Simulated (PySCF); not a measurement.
# Frontier orbitals and the lowest excitations

Species: Si(SiH3)Cl3.
Geometry (PBE0-D3(BJ)/def2-SVP, Å), atoms numbered from 1 in this order:
```xyz
8
Cl3H3Si2 angstrom
Si     0.028   -0.005   -1.081
Si    -0.003   -0.023    1.248
H      0.753    1.168    1.733
H      0.644   -1.278    1.729
H     -1.420    0.039    1.710
Cl     1.969   -0.013   -1.764
Cl    -0.904    1.680   -1.806
Cl    -0.928   -1.655   -1.852
```

Computed with TDDFT B3LYP/def2-SVPD, vertical, gas phase, core orbitals frozen in the response (PySCF 2.14.0, density-fitted response routines).

Frontier orbitals with the atoms that hold most of them (Löwdin shares over 4%, at most four atoms; ? is withheld):

| orbital | ε (eV) | atoms |
| --- | --- | --- |
| HOMO-3 | -9.38 | Cl7 49%, Cl8 23%, Cl6 17%, Si2 4% |
| HOMO-2 | -9.38 | Cl6 42%, Cl8 36%, Cl7 10%, Si2 4% |
| HOMO-1 | -9.05 | ? |
| HOMO | -8.51 | ? |
| LUMO | ? | Cl7 19%, Cl8 19%, Si1 18%, Si2 17% |
| LUMO+1 | -0.78 | Si1 28%, Si2 23%, Cl8 14%, Cl7 12% |
| LUMO+2 | -0.77 | Si1 28%, Si2 23%, Cl6 17%, Cl7 10% |

(1) Give the leading atoms of the HOMO.

(2) Which atoms hold the HOMO-1, and with what shares?

(3) What is the LUMO energy, and the HOMO–LUMO gap?

Answers

(1) Si2 (bonded to Si and 3 H) 24%; Si1 (bonded to 3 Cl and Si) 19%; Cl6 (bonded to Si) 16%; Cl7 (bonded to Si) 16%. By element: silicon 43%, chlorine 32% or more.

(2) Cl6 (bonded to Si) 34%; Cl8 (bonded to Si) 33%; Cl7 (bonded to Si) 33%.

(3) ε(LUMO) = -0.93 eV; the gap is 7.58 eV (0.2786 hartree).

Within 0.005 eV of a neighbour in this list lie HOMO-3/HOMO-2.

The HOMO–LUMO gap is 7.58 eV. Where does the response calculation put the lowest singlet, and from which orbitals?

S1 is at 6.75 eV (f = 0.167), 0.83 eV below the gap, made of HOMO→LUMO (95%). Without the coupling terms of the response equations the lowest excitation would equal the gap.

Give energy, strength and leading configuration of S1 and S4, and follow the Löwdin shares of the leading atoms from the occupied to the empty orbital.

- S1 (6.75 eV, f 0.167), HOMO→LUMO (95%): Si2 24% → 17%, Si1 19% → 18%, Cl7 16% → 19%, Cl8 at most 16% → 19%
- S4 (7.08 eV, f 0.0001), HOMO-1→LUMO (97%): Cl6 34% → at most 18%, Cl8 33% → 19%, Cl7 33% → 19%

Orbitals of the list HOMO-3 to LUMO+2 that lie within 0.01 eV of each other are written together with a slash and their weights summed (≥ marks a lower bound); for degenerate orbitals outside that list single weights are arbitrary.
